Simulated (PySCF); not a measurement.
Energy of Fe⁺ (iron, charge +1) between two integer charges

The 4s alpha orbital of [Ar] 3d6 4s1 is emptied in steps (occupation f), with all orbitals relaxed, ending at [Ar] 3d6. Calculation: PySCF 2.14, in jorge-DZP-DKH (8s6p2d1f, 43 functions); scalar relativity by spin-free X2C-1e. The exact energy is a straight line in f; departures are measured from the line between the end points of the same method.

```json
{"f": "1", "UHF (eV)": "0.000"}
{"f": "0.8", "UHF (eV)": "0.014"}
{"f": "0.6", "UHF (eV)": "0.020"}
{"f": "0.4", "UHF (eV)": "0.020"}
{"f": "0.2", "UHF (eV)": "0.013"}
{"f": "0", "UHF (eV)": "0.000"}
```

Q: For UHF, how does the orbital energy at f = 1 compare with the removal energy?

A: −ε = 15.335 eV against a total-energy difference of 15.250 eV. By Janak's theorem ε = ∂E/∂f, so the gap between them reflects the curvature. Along the path −ε is 15.300 (f = 0.8), 15.266 (f = 0.6), 15.232 (f = 0.4), 15.199 (f = 0.2) eV.

Reference removal energy between the ground levels: 16.199 eV (measured; NIST Atomic Spectra Database, ionization energies). The calculation has no spin-orbit coupling. UHF lacks correlation.
